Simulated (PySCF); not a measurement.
# One molecule, several mistakes: BCH7NSi cation

These are calculations, not measurements. The program is PySCF 2.14.0, an open-source quantum chemistry code, run on an isolated molecule that a program drew, which may never have been made. The molecule is BCH7NSi cation (charge +1, singlet), drawn as the SMILES string `[BH+]N[SiH2]C`.

Each row is a Hartree-Fock (HF) and frozen-core CCSD(T) single point in the cc-pV(D+d)Z basis, meant for a local HF minimum. Run 1 is clean. Each other run has one planted mistake out of seven kinds, and not every kind appears here: one electron removed, one electron added, multiplicity raised by two, geometry at a saddle point, minimal basis STO-3G, one bond length entered in bohr, all coordinates scaled. The reference is restricted for singlets and unrestricted otherwise, and also for a bond in bohr. Adding or removing an electron swaps singlet and doublet. Electrons count all cores. HOMO and LUMO are orbital energies over both spins, the gradient is its largest component, and the lowest frequency (negative if imaginary) is given only where the gradient is small. Bond lengths are over the 10 bonds as drawn. T1 is the CCSD diagnostic: over 0.02 (restricted) or 0.045 (unrestricted) a single reference is doubtful.

Geometry of the clean run:
```xyz
11
BCH7NSi cation, angstrom
B    -2.7955   -0.7757    2.7516
N    -1.9312   -0.3443    1.8807
Si   -0.1357   -0.9039    1.7388
C     0.0991   -1.5669    0.0278
H    -3.5445   -1.1910    3.5490
H    -2.2255    0.3738    1.2283
H     0.6098    0.3195    2.0509
H    -0.0759   -1.8980    2.8201
H     1.1352   -1.9007   -0.0801
H    -0.5539   -2.4198   -0.1673
H    -0.0816   -0.7982   -0.7273
```

| run | electrons | basis functions | <S^2> | HOMO (eV) | LUMO (eV) | gradient (hartree/bohr) | lowest frequency (cm^-1) | mean bond (Å) | longest bond (Å) | T1 | HF (hartree) | CCSD(T) (hartree) | mistake |
|---|---|---|---|---|---|---|---|---|---|---|---|---|---|
| 1 | 38 | 100 | 0.000 | -16.98 | -3.54 | 2.9e-05 | 96 | 1.3435 | 1.886 | 0.0129 | -409.81653 | -410.35534 | no fault |
| 2 | 39 | 100 | 0.768 | -5.58 | 3.83 | 8.5e-02 | - | 1.3435 | 1.886 | 0.0135 | -409.98284 | -410.53682 | one electron added |
| 3 | 37 | 100 | 0.763 | -23.37 | -14.06 | 1.3e-01 | - | 1.3435 | 1.886 | 0.0314 | -409.24609 | -409.75614 | one electron removed |
| 4 | 38 | 100 | 0.000 | -17.43 | -3.40 | 5.0e-02 | - | 1.2723 | 1.786 | 0.0115 | -409.78364 | -410.31232 | all coordinates scaled |
| 5 | 38 | 100 | 0.643 | -16.87 | -6.30 | 2.6e-02 | - | 1.4337 | 1.916 | 0.0629 | -409.66658 | -410.21212 | one bond length entered in bohr |
| 6 | 38 | 31 | 0.000 | -15.96 | -0.77 | 2.7e-02 | - | 1.3435 | 1.886 | 0.0157 | -405.06887 | -405.31479 | ? |

**Which mistake was planted in run 6, and what did it cost?**

It has 31 basis functions where the clean run has 100, with the same electrons and geometry. So the mistake is: minimal basis STO-3G. Subtracting run 1 and multiplying by 627.51 kcal/mol a hartree, the energy moved by 2979.2 kcal/mol in HF and 3163.0 kcal/mol in CCSD(T).

Cautions from the logs. Run 5: T1 is over the limit, so its CCSD(T) energy is less reliable.
